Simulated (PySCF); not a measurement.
Gas-phase reaction: 3 SnH2Cl2 + 2 NH3 → 3 SnH3Cl + 3 HCl + N2

Computed with PySCF (xtb for GFN2) and rigid-rotor harmonic-oscillator thermochemistry at 1 bar. † marks an energy on the PBE0/def2-TZVP geometry and frequencies; other levels use their own. All species are closed-shell singlets. B3LYP is the form with VWN-RPA correlation. Sn: scalar-relativistic def2 core potential, no spin-orbit coupling. SnH2Cl2, SnH3Cl: computed as isolated molecules; such fragments, hydroxides, amides, oligomers or adducts are transient or little studied in the gas.

r2SCAN/def2-TZVP† gives ΔH°(298 K) = 341 kJ.

**Question.** What do ωB97X-V/def2-TZVP†, B3LYP/def2-TZVP†, GFN2-xTB give?

**Answer.** ωB97X-V/def2-TZVP†: 314 kJ; B3LYP/def2-TZVP†: 297 kJ; GFN2-xTB: 457 kJ. For scale, ΔH°(298 K) is 341 kJ at this level, 313 kJ at ωB97M-V/def2-TZVP†, and runs from 230 to 457 kJ over the 18 levels computed.
